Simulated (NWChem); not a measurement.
C2H3ClFGa; SMILES C=[CH][Ga]([F])[Cl]

```xyz
8

Ga    -0.4141    -0.0414     0.0000
F     -2.0366     0.6254     0.0000
Cl     1.1479     1.4600     0.0000
C     -0.0541    -1.9460     0.0000
C      1.1984    -2.4183     0.0000
H     -0.8999    -2.6318     0.0000
H      1.4091    -3.4876     0.0000
H      2.0677    -1.7640     0.0000
```
Atoms are numbered in this order, from 1.

Results from NWChem. Pople sets run with spherical d functions. Geometry: optimised at B3LYP/6-31G* (spherical d). B3LYP is NWChem's, with the RPA form of VWN correlation. Vzz is the largest principal value of the second derivative of the potential at the nucleus (NWChem prints the opposite sign); η is the asymmetry. Non-relativistic.

```tsv
level	Vzz Ga1 (a.u.)	η Ga1	Vzz Cl3 (a.u.)	η Cl3	relative time
PBE0/def2-TZVP	2.509	0.55	1.970	0.25	2
PBE0/6-31G*	1.901	0.53	1.888	0.22	1
B3LYP/def2-SVP	1.792	0.51	1.843	0.23	1
B3LYP/cc-pVTZ	2.359	0.55	1.817	0.26	5
```

Relative times are rough (shared machine, one core).
